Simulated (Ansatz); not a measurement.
Ideal-gas functions of `[SiH3][GeH2][Cl]` at 298.15 K and 1 bar, from an Ansatz frequency run at PBE0-D4/def2-TZVP.

Molar mass 141.19 g/mol, point group Cs (symmetry number 1), electronic degeneracy 1, moments of inertia 78.189, 232.683, 298.542 u Å². Harmonic wavenumbers (cm⁻¹, unscaled): 91, 99, 342, 354, 416, 504, 548, 659, 732, 845, 886, 934, 936, 2148, 2157, 2224, 2242, 2250.

Use S(trans) = R[1.5 ln M + 2.5 ln T − 1.1517]; rotational temperatures θ = 24.2544 K / I; S(rot) = R[ln(√π/σ · √(T³/θAθBθC)) + 1.5]; for each mode x = 1.438777 ν̃/T, S = R[x/(eˣ − 1) − ln(1 − e⁻ˣ)] and H = RT x/(eˣ − 1); 1 cm⁻¹ = 0.0119627 kJ/mol; R = 8.31446 J/(mol·K).

Task: By hand: the entropy, in J/(mol·K).

Result: Translation 170.6. Rotation: θ = 0.3102, 0.1042, 0.0812 K, giving 113.0. Vibration, mode by mode: 15.22, 14.53, 5.03, 4.80, 3.79, 2.71, 2.29, 1.50, 1.13, 0.73, 0.62, 0.51, 0.51, 0.00, 0.00, 0.00, 0.00, 0.00, in all 53.4. Electronic 0.0. Sum 337.0 J/(mol·K).

Task: By hand: H − E and G − E in kJ/mol, counted from the electronic energy.

Result: Zero-point energy ½ × 18367 × 0.0119627 = 109.9; thermal vibration 8.9; translation, rotation and pV give 4 RT = 9.9. H − E = 128.7 kJ/mol, and G − E = 128.7 − 298.15 × 337.0/1000 = 28.2 kJ/mol.

Vibration gives 16 % of the entropy, 29.8 J/(mol·K) of it from the modes under 150 cm⁻¹: soft modes count most, and the harmonic formula is weakest for them.
